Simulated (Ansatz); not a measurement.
`O=C[SiH](Cl)O[SiH3]` and `O=C[SiH2]O[SiH3]` differ in one atom or group.

Ansatz, PBE0-D4/def2-TZVP geometries, multiplicity 1. Each molecule was computed in one conformer, which needn't be the lowest.

```tsv
property	`O=C[SiH](Cl)O[SiH3]`
HOMO–LUMO gap (PBE0/def2-TZVPP) / eV	5.36
HOMO energy (PBE/def2-TZVPP) / eV	-5.94
HOMO–LUMO gap (B3LYP/def2-TZVPP) / eV	4.91
HOMO energy (B3LYP/def2-TZVPP) / eV	-7.21
size of the dipole moment (B3LYP/def2-TZVPP) / D	1.29
HOMO energy (ωB97M-V/def2-TZVPP) / eV	-9.70
```

(1) Give the same properties after the change, and the shifts. (Best estimate.)

Results:

(1) Computed: 
| property | `O=C[SiH2]O[SiH3]` | shift |
| --- | --- | --- |
| HOMO–LUMO gap (PBE0/def2-TZVPP) / eV | 5.47 | 0.11 |
| HOMO energy (PBE/def2-TZVPP) / eV | -5.78 | 0.16 |
| HOMO–LUMO gap (B3LYP/def2-TZVPP) / eV | 5.01 | 0.10 |
| HOMO energy (B3LYP/def2-TZVPP) / eV | -7.03 | 0.18 |
| size of the dipole moment (B3LYP/def2-TZVPP) / D | 1.89 | 0.60 |
| HOMO energy (ωB97M-V/def2-TZVPP) / eV | -9.53 | 0.17 |

With PBE0 the HOMO rises by 0.18 eV and the LUMO rises by 0.29 eV, so the gap widens by about 0.11 eV. PBE moves the HOMO by 0.16 eV and ωB97M-V by 0.17 eV. Dipoles are sizes alone; their direction can turn.

B3LYP here is the variant with VWN-RPA as its local correlation; programs differ in this.
